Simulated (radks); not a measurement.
All-electron atom: Ag7+ in [Kr] 4d4. All-electron calculation, Dirac Kohn-Sham, exchange-only PBE, spin-unpolarised, spherical densities, finite nucleus; open shells fill j = l - 1/2 first; Fermi nuclear charge, rms radius 4.5454 fm. Program: a radial shooting solver on a logarithmic mesh with Libxc functionals.

Radial electron density D(r) = 4 pi r^2 rho(r):

r (bohr)  D(r) (e/bohr)
0.001217          1.778
0.001572          2.782
0.002048          4.368
0.002645          6.680
0.003417          10.05
0.004413          14.80
0.005747          21.44
0.007423          29.64
0.009589          39.17
0.01239           48.89
0.01613           57.02
0.02083           60.74
0.02691           59.25
0.03477           54.55
0.04527           52.31
0.05848           58.17
0.07554           69.90
0.09758           75.97
0.1271            66.91
0.1641            52.93
0.212             52.23
0.2739            60.46
0.3566            53.24
0.4606            30.80
0.595             17.21
0.7686            16.88
1.001             14.50
1.293             7.248
1.67              2.038
2.157            0.3141
2.809           0.02102
3.629         0.0005567

D(r) has 4 maxima, at r = 0.0219, 0.0960, 0.290, 0.806 bohr, and minima at 0.0435, 0.188, 0.660 bohr, inside which lie 2.05, 11.14, 29.16 electrons.
